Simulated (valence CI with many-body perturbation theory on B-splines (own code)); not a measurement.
# Energy levels of Hf⁴⁰⁺

Computed by relativistic CI+MBPT: four valence electrons over a frozen Dirac-Fock core [Ar] 3d10, radial functions for each j: 11 s, 11 p, 10 d, 8 f, 5 g, 2 h, with the one-electron correlation potential Σ1 (screened to all orders), the two-electron term Σ2, the three-electron term Σ3, Breit, model QED; selected single and double excitations, second order for the rest, scaled by the run's own slope (own B-spline code, finite nucleus).

The last digits are not significant, and no measured levels were compared; by estimate large intervals hold to a few tenths of a per cent, small ones and those within an open d or f shell to about a per cent. Among the levels kept, up to 380 cm⁻¹ of a level comes from second order outside the variational space, and about a tenth of that is noise between levels of different J, which matters for small intervals.

Levels 91 to 135 of 189, with energies above the lowest level, (4s^2 4p1/2^2) J=0. "Leading %" is the weight of the configuration and term that name the level; weights of strongly mixed levels are sums over their largest components and can fall short, so below about 35 % the name and the second component can differ from the true leading terms, or belong to a minority configuration. In the jj column 3d3/2^4 stands for four electrons in 3d with j = 3/2. Lifetimes count E1, E2, E3, M1 and M2 decay at the calculated energies, and are blank where another channel may lead or the interval is too uncertain; long ones can be off by a factor of two.

```
No.  Configuration  Term  J  E (eV)  Leading %  Lifetime      g    Second component                   Leading jj
 91         4p3 4d   3P°  0  503.11         56   3.48 ps            27 % 4p3 4d 5D°   4p1/2^2 4p3/2 4d3/2 (93 %)
 92      4s 4p2 4d    3F  4  504.06         21   4.08 ps  1.170   21 % 4s2 4p 4f 3F      4s^2 4p3/2 4f7/2 (37 %)
 93      4s 4p2 4f   5G°  2  505.08         37   2.98 ps  0.632  29 % 4s 4p2 4f 3F°      4s 4p1/2^2 4f5/2 (85 %)
 94      4s 4p2 4d    3D  2  505.32         22   1.06 ps  1.118   17 % 4s2 4p 4f 1D      4s 4p3/2^2 4d3/2 (40 %)
 95         4p3 4d   3D°  1  505.33         29   2.60 ps  1.147     27 % 4p3 4d 3P°   4p1/2^2 4p3/2 4d3/2 (93 %)
 96      4s 4p2 4d    3P  0  505.99         59    645 fs                10 % 4p4 3P      4s 4p3/2^2 4d3/2 (72 %)
 97      4s2 4p 4f    3G  5  507.58         77   2.04 ps  1.213   14 % 4s 4p2 4d 3G      4s^2 4p3/2 4f7/2 (77 %)
 98      4s 4p2 4f   3F°  3  508.85         22   2.70 ps  1.066  22 % 4s 4p2 4f 5G°      4s 4p1/2^2 4f7/2 (47 %)
 99      4s 4p2 4f   3F°  4  509.53         30   10.4 ps  1.278  20 % 4s 4p2 4f 5D°      4s 4p1/2^2 4f7/2 (84 %)
100      4s 4p2 4d    3P  1  509.75         33   1.27 ps  1.374   29 % 4s 4p2 4d 1P      4s 4p3/2^2 4d5/2 (82 %)
101      4s 4p2 4d    3D  3  511.01         47   1.94 ps  1.216   18 % 4s 4p2 4d 1F      4s 4p3/2^2 4d5/2 (83 %)
102        4s2 4d2    3F  4  512.10         32    715 fs  1.184   14 % 4s2 4p 4f 3G      4s^2 4p3/2 4f5/2 (24 %)
103      4s 4p2 4f   1F°  3  515.07         14   2.67 ps  1.133     14 % 4p3 4d 5D°      4s 4p1/2^2 4f7/2 (33 %)
104      4s 4p2 4d    1D  2  515.10         18   1.42 ps  1.132   18 % 4s2 4p 4f 1D      4s 4p3/2^2 4d3/2 (32 %)
105      4s 4p2 4d    3D  3  515.92         70   1.47 ps  1.264    8 % 4s 4p2 4d 3F      4s 4p3/2^2 4d5/2 (94 %)
106      4s 4p2 4d    3F  4  516.55         37   1.16 ps  1.147   15 % 4s2 4p 4f 1G      4s 4p3/2^2 4d5/2 (57 %)
107      4s 4p2 4d    3D  1  517.36         35    622 fs  0.704   35 % 4s2 4p 4f 3D      4s 4p3/2^2 4d3/2 (60 %)
108      4s 4p2 4d    3D  2  517.63         12    497 fs  0.997   11 % 4s2 4p 4f 3F      4s 4p3/2^2 4d3/2 (61 %)
109      4s 4p2 4d    3F  3  517.81         19    526 fs  1.020   18 % 4s 4p2 4d 1F      4s 4p3/2^2 4d3/2 (60 %)
110         4p3 4d   3F°  4  520.83         38   2.59 ps  1.248     22 % 4p3 4d 5D°   4p1/2^2 4p3/2 4d5/2 (81 %)
111         4p3 4d   3D°  2  523.53         34   2.29 ps  1.261     21 % 4p3 4d 3P°   4p1/2^2 4p3/2 4d5/2 (88 %)
112        4s2 4d2    1S  0  524.29         59   1.01 ps            21 % 4s2 4d2 3P          4s^2 4d5/2^2 (78 %)
113      4s 4p2 4d    1D  2  525.35         30   1.14 ps  1.103   15 % 4s 4p2 4d 3D      4s 4p3/2^2 4d5/2 (62 %)
114        4s2 4d2    1G  4  526.75         26    749 fs  1.103   18 % 4s2 4p 4f 1G      4s 4p3/2^2 4d5/2 (32 %)
115      4s 4p2 4d    3D  2  528.37         20    881 fs  1.227   13 % 4s 4p2 4d 3P      4s 4p3/2^2 4d5/2 (70 %)
116      4s 4p2 4d    1F  3  531.98         24    681 fs  1.194   22 % 4s 4p2 4d 3D      4s 4p3/2^2 4d5/2 (70 %)
117      4s 4p2 4d    3P  1  532.14         34    747 fs  1.060   32 % 4s 4p2 4d 1P      4s 4p3/2^2 4d5/2 (86 %)
118         4p3 4d   3D°  1  536.15         38   1.97 ps  1.016     18 % 4p3 4d 1P°   4p1/2^2 4p3/2 4d5/2 (87 %)
119         4p3 4d   1F°  3  536.61         16   1.57 ps  1.081     15 % 4p3 4d 3D°   4p1/2^2 4p3/2 4d5/2 (59 %)
120      4s 4p 4d2   5G°  2  538.95         63   2.14 ps  0.492  25 % 4s 4p 4d2 3F°      4s 4p1/2 4d3/2^2 (88 %)
121      4s 4p2 4d    1D  2  541.39         30    608 fs  1.034   16 % 4s 4p2 4d 3P      4s 4p3/2^2 4d5/2 (75 %)
122      4s 4p 4d2   5G°  3  545.76         42   2.27 ps  0.998  18 % 4s 4p 4d2 3F°      4s 4p1/2 4d3/2^2 (77 %)
123            4p4    3P  0  551.23         40    486 fs                25 % 4p4 1S               4p3/2^4 (65 %)
124      4s 4p 4d2   5D°  0  553.57         61   1.12 ps         30 % 4s 4p 4d2 3P°      4s 4p1/2 4d3/2^2 (84 %)
125      4s 4p 4d2   5G°  3  558.36         20   4.50 ps  1.114  12 % 4s 4p 4d2 5F°  4s 4p1/2 4d3/2 4d5/2 (71 %)
126      4s 4p 4d2   5D°  1  558.54         39   1.06 ps  1.103  17 % 4s 4p 4d2 5F°      4s 4p1/2 4d3/2^2 (72 %)
127      4s 4p 4d2   3D°  2  559.00         23   2.11 ps  1.080  23 % 4s 4p 4d2 5F°  4s 4p1/2 4d3/2 4d5/2 (68 %)
128      4s 4p 4d2   5F°  1  559.28         33    760 fs  0.744  20 % 4s 4p 4d2 3D°      4s 4p1/2 4d3/2^2 (86 %)
129      4s 4p 4d2   5G°  4  559.29         36   7.25 ps  1.104  10 % 4s 4p 4d2 3H°  4s 4p1/2 4d3/2 4d5/2 (79 %)
130      4s 4p 4d2   3P°  2  562.44         13    715 fs  1.207  11 % 4s 4p 4d2 3D°      4s 4p1/2 4d3/2^2 (66 %)
131      4s 4p 4d2   5P°  1  563.02         38   1.92 ps  1.751  22 % 4s 4p 4d2 5D°  4s 4p1/2 4d3/2 4d5/2 (78 %)
132      4s 4p 4d2   3H°  5  565.56         23   9.88 ps  1.136  20 % 4s 4p 4d2 3G°  4s 4p1/2 4d3/2 4d5/2 (75 %)
133      4s 4p 4d2   3H°  4  566.25         26   6.33 ps  1.009  12 % 4s 4p 4d2 5G°  4s 4p1/2 4d3/2 4d5/2 (64 %)
134         4p3 4d   5D°  1  567.87         20   3.06 ps  1.152     13 % 4p3 4d 3D°  4s 4p1/2 4d3/2 4d5/2 (46 %)
135      4s 4p 4d2   5D°  2  568.17         23   3.09 ps  1.218  10 % 4s 4p 4d2 5P°  4s 4p1/2 4d3/2 4d5/2 (64 %)
```

Where two levels of one J and parity lie close, their mixing, g and order are uncertain.
